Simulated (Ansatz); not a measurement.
Calculated with Ansatz (gas phase, PBE0-D4/def2-TZVP geometries, no zero-point term in ΔE). CBS: MP2 limit from def2 TZ/QZ plus the TZ coupled-cluster correction, frozen cores. This one scheme is used for every species. DFT in def2-TZVPP. B3LYP here is the variant with VWN-RPA as its local correlation; programs differ in this. HSE06 is defined as in plane-wave codes. One conformer a species, not always the lowest.

Consider the formal exchange of groups at the Al–C bond: `[F][AlH][CH2]CCl` + `OBF` → `O[B](F)[AlH][F]` + `CCCl`.

| level | ΔE (kJ/mol) | difference from CCSD(T)/CBS |
| --- | --- | --- |
| PBE-D4 | 19.9 | -8.2 |
| r2SCAN0-D4 | 29.3 | 1.2 |
| HSE06-D4 | 23.3 | -4.8 |
| ωB97X-V | 24.1 | -4.0 |
| PBE | 18.5 | -9.6 |
| revPBE | 17.3 | -10.8 |
| r2SCAN | 27.4 | -0.7 |
| B3LYP | 24.6 | -3.5 |
| CCSD/def2-SVP | 30.7 | 2.6 |
| MP2/def2-TZVPP | 34.9 | 6.8 |
| CCSD(T)/CBS | 28.1 | 0 |

Largest T1 diagnostic among the species: 0.014.

From PBE to PBE0 (25 % exact exchange), in def2-TZVPP and without D4, ΔE moves by +3.3 kJ/mol. Leaving LDA and LC-ωPBE aside and taking each functional with its dispersion term where it has one, the values, not all of them listed here, spread over 9.8 kJ/mol, from PBE-D4 to ωB97M-V. LDA lies +3.5 kJ/mol from PBE without D4.
